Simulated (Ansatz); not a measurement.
The same atomization along the group F, Cl, Br.

Computed with Ansatz on PBE0-D4/def2-TZVP structures; ΔE is electronic, products minus reactants. CBS: MP2 limit from def2 TZ/QZ plus the TZ coupled-cluster correction, frozen cores. Small cases extrapolate CCSD(T) itself. Functionals use def2-TZVPP. No spin–orbit coupling; open shells (•) take unrestricted orbitals. Spin–orbit coupling would lower the free atoms: a little for Cl, F, O, Si; clearly for Br. Bonds to Br are less sure, by a few kJ/mol each and by 10 to 20 or more in all where they break to atoms, as the def2 sets lack core-valence functions. Scalar relativity is left out up to krypton. Each species was taken in one conformer, which may not be the lowest.

```
                       reaction  CCSD(T)/def2-SVP (kcal/mol)  LDA (SPW92) (kcal/mol)  PBE0-D4 (kcal/mol)  revPBE-D4 (kcal/mol)
  `O[Si]F` → F• + H• + O• + Si•                        342.3                   441.2               371.1                 372.6
`O[Si]Cl` → Cl• + H• + O• + Si•                        300.7                   391.0               331.7                 332.4
`O[Si]Br` → Br• + H• + O• + Si•                        289.6                   377.1               318.6                 319.2
```

Task: Give the CCSD(T)/CBS values in the same order. (An estimate is asked.)

Result: Ansatz gave: 382.2, 338.0, 325.4 kcal/mol.

Largest T1 diagnostic: 0.015, for `O[Si]F`.

Extrapolated directly: `O[Si]F` → F• + H• + O• + Si•; `O[Si]Cl` → Cl• + H• + O• + Si•.

For atomizations the MP2-based limit and the directly extrapolated one differ by several kJ/mol either way, and by 10 to 25 for some Ge, Se and Sn compounds, so smaller differences from it don't rank the levels.
